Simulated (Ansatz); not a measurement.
Wavefunction ladder for CH2OSe (`O=C[SeH]`)

```
atom   x (Å)   y (Å)   z (Å)
  O1  -0.891   0.989  -1.179
  C2  -0.168   0.281  -0.556
 Se3  -0.408  -0.072   1.324
  H4   0.706  -0.241  -0.986
  H5   0.762  -0.957   1.397
```

Total charge 0; spin multiplicity 1. Correlated methods include outer-core shells of Se, which these sets cover unevenly. Scalar relativity is left out up to krypton. All single points use the PBE0-D4/def2-TZVP geometry. It is one conformer, not always the lowest. Frozen core, restricted reference, the Gaussian-basis code of Ansatz.

| basis | HF (Eh) | MP2 corr. |
| --- | --- | --- |
| def2-SVP | -2513.33089 | -0.54992 |
| def2-TZVPP | -2513.76866 | -0.66320 |
| def2-QZVPP | -2513.82135 | -0.99486 |

(1) Estimate the CCSD correlation energy and the (T) correction in each basis where they were run (hartree).

Results:

(1) 
| basis | CCSD corr. | (T) |
| --- | --- | --- |
| def2-SVP | -0.56368 | -0.01823 |
| def2-TZVPP | -0.67350 | -0.02922 |
